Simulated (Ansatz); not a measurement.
`B[SiH2]OC` + `C=N` → `B[SiH2]N=C` + CH₃OH at 700 K and 1 bar (ligand exchange at the Si–O bond).

Gas-phase electronic energies from Ansatz, PBE0-D4/def2-TZVP geometries. CCSD(T)/CBS is the MP2 limit (def2-TZVPP, def2-QZVPP) plus CCSD(T) − MP2 in def2-TZVPP, frozen cores. This one scheme is used for every species. One conformer a species, not always the lowest.

```tsv
species	CCSD(T)/CBS energy (Eh)	H − E (kJ/mol)	S (J/(mol·K))
`B[SiH2]OC`	-431.29232	284.6	455.2
`C=N`	-94.52360	135.6	268.6
`B[SiH2]N=C`	-410.17839	249.2	436.1
CH₃OH	-115.61712	170.8	288.5
```

H − E and S are ideal-gas, rigid-rotor, harmonic terms from PBE0-D4/def2-TZVP, for one conformer and one mirror image of each species. 1 Eh = 2625.50 kJ/mol, R = 8.31446 J/(mol·K).

Task: By hand: ΔE, ΔH, ΔS and ΔG.

Result: ΔE = (-410.17839) + (-115.61712) − (-431.29232) − (-94.52360) = 0.02041 Eh = 53.6 kJ/mol. Δ(H − E) = 249.2 + 170.8 − 284.6 − 135.6 = -0.2, so ΔH = 53.4 kJ/mol. ΔS = 436.1 + 288.5 − 455.2 − 268.6 = 0.8 J/(mol·K). ΔG = 53.4 − 700 × (0.8)/1000 = 52.8 kJ/mol.

Task: By hand: the equilibrium constant, and the temperature at which ΔG would vanish if ΔH and ΔS stayed fixed.

Result: log₁₀ K = −ΔG/(RT ln 10) = -3.9. ΔG = 0 at ΔH/ΔS = 66750 K, far beyond where these terms or the molecules hold.

The number of gas molecules stays the same, so ΔS is small and ΔH decides. A doubt of 5 kJ/mol in ΔE shifts log₁₀ K by 0.4 here. Other conformers and mirror images would add mixing entropy, several J/(mol·K) or more a flexible species. These are equilibria of isolated gas molecules and say nothing of rates. Largest T1 diagnostic: 0.013 (customary marks: 0.02 for closed shells, 0.045 for open ones).
